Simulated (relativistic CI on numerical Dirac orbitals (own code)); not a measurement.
Magnetism of Pt5+, 5d5, in a crystal field

Calculated by Dirac-Coulomb-Breit CI, separate exchange-only KLI orbitals for each configuration, model QED (radiative potential, 1s self-energy scaled to tabulated hydrogen-like ionisation energies), valence Slater integrals scaled by 0.75, one configuration in a parametric crystal field (own radial code).

Field parameters in Wybourne normalisation: Oh B⁴₀ = 21Dq, B⁴₄ = √(5/14) B⁴₀. The field is a parameter set, without covalency.

S is read from ⟨S²⟩ = S(S + 1).

Powder χT (cm³ K mol⁻¹) by Van Vleck's formula, with temperature-independent terms:

```csv
Field,2 K,5 K,10 K,20 K,50 K,100 K,200 K,300 K
"Oh, 10Dq = 10000 cm⁻¹",0.795,0.805,0.821,0.854,0.952,1.12,1.44,1.77
"Oh, 10Dq = 18000 cm⁻¹",0.53,0.531,0.533,0.537,0.549,0.569,0.61,0.65
"Oh, 10Dq = 25950 cm⁻¹",0.469,0.469,0.47,0.472,0.478,0.489,0.509,0.53
"Oh, 10Dq = 33950 cm⁻¹",0.453,0.454,0.455,0.456,0.462,0.47,0.488,0.506
"Oh, 10Dq = 41950 cm⁻¹",0.444,0.445,0.445,0.447,0.452,0.46,0.477,0.493
```

Problem. For Oh, 10Dq = 33950 cm⁻¹: what effective moment follows at 300 K?

Solution. μ_eff = √(8χT) = 2.01 μB. The ground level has S = 0.69; the spin-only moment for S = 1/2 is 1.73 μB. The difference comes from the orbital moment, spin-orbit mixing of terms and temperature-independent paramagnetism, all larger in this ionic model than in covalent complexes.
